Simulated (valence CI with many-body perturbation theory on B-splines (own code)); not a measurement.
**Zr XXVI: E2, M1, M2 decay**

Level of theory: configuration interaction combined with many-body perturbation theory (CI+MBPT): five valence electrons over a frozen Dirac-Fock core [Ne], radial functions for each j: 9 s, 9 p, 8 d, 6 f, 3 g, 1 h, with the one-electron correlation potential Σ1 (screened to all orders), the two-electron term Σ2, the three-electron term Σ3, Breit, model QED; selected single and double excitations, second order for the rest (own B-spline code, finite nucleus).

No measured levels were compared; by estimate levels of excited configurations hold to 0.05 to 0.15 % of their energy, terms of the ground configuration to about 0.5 %. Among the levels kept, up to 510 cm⁻¹ of a level comes from second order outside the variational space, and about a tenth of that is noise between levels of different J, which matters for small intervals.

Lines 1 to 16 of 16 in falling wavelength, among levels below 185.31 eV, chosen from the decays that carry over 1 % of a level's rate. Wavelengths and rates use the calculated energies, so an error of 500 cm⁻¹ moves a line at 107.6 nm by 0.54 % and its rate by three times that or more. Electric multipoles are in the length gauge, E1 and E2 with the static RPA response of the core. Weak lines are less certain than strong ones. Lines between different terms over intervals too small for the method are left out, as are lines whose strength nearly cancels. Branching is blank where the lifetime is uncertain.

Names give the largest LS component (configuration and term), which can be under half, so a name can repeat, a term be missing and a line seem to break the LS rules; names also repeat where a configuration has a term twice. Letters in brackets count levels of one name in rising energy.

| λ vac (nm) | Upper | Lower | Type | A (s⁻¹) | Branch % |
| --- | --- | --- | --- | --- | --- |
| 254.1 | 3s2 3p3 2D°_5/2 | 3s2 3p3 2D°_3/2 | M1 | 3.74e+02 | 4.9 |
| 229.5 | 3s2 3p2 3d 4F_9/2 | 3s2 3p2 3d 4F_7/2 | M1 | 1.66e+03 |  |
| 121.5 | 3s2 3p2 3d 2G_9/2 | 3s2 3p2 3d 2G_7/2 | M1 | 6.12e+03 | 9.7 |
| 107.6 | 3s2 3p3 2P°_1/2 | 3s2 3p3 2D°_3/2 | M1 | 9.80e+02 | 1.7 |
| 84.63 | 3s2 3p3 2P°_3/2 | 3s2 3p3 2P°_1/2 | M1 | 9.20e+03 | 6.2 |
| 81.16 | 3s2 3p3 2D°_3/2 | 3s2 3p3 4S°_3/2 | M1 | 3.89e+04 | 100.0 |
| 63.98 | 3s2 3p2 3d 2G_9/2 | 3s2 3p2 3d 4F_9/2 | M1 | 2.72e+04 | 43.4 |
| 61.51 | 3s2 3p3 2D°_5/2 | 3s2 3p3 4S°_3/2 | M1 | 7.21e+03 | 94.3 |
| 58.23 | 3s2 3p3 2P°_3/2 | 3s2 3p3 2D°_5/2 | M1 | 2.29e+04 | 15.4 |
| 53.34 | 3s2 3p2 3d 2G_9/2 | 3s2 3p2 3d 2F_7/2 [a] | M1 | 7.34e+03 | 11.7 |
| 50.03 | 3s2 3p2 3d 2G_9/2 | 3s2 3p2 3d 4F_7/2 | M1 | 2.14e+04 | 34.1 |
| 47.37 | 3s2 3p3 2P°_3/2 | 3s2 3p3 2D°_3/2 | M1 | 1.10e+05 | 73.6 |
| 46.26 | 3s2 3p3 2P°_1/2 | 3s2 3p3 4S°_3/2 | M1 | 5.67e+04 | 98.0 |
| 29.91 | 3s2 3p3 2P°_3/2 | 3s2 3p3 4S°_3/2 | M1 | 6.88e+03 | 4.6 |
| 28.03 | 3s2 3p2 3d 4F_9/2 | 3s 3p4 4P_5/2 | E2 | 1.61e+02 |  |
| 11.91 | 3s2 3p2 3d 4F_9/2 | 3s2 3p3 2D°_5/2 | M2 | 4.52e+02 |  |
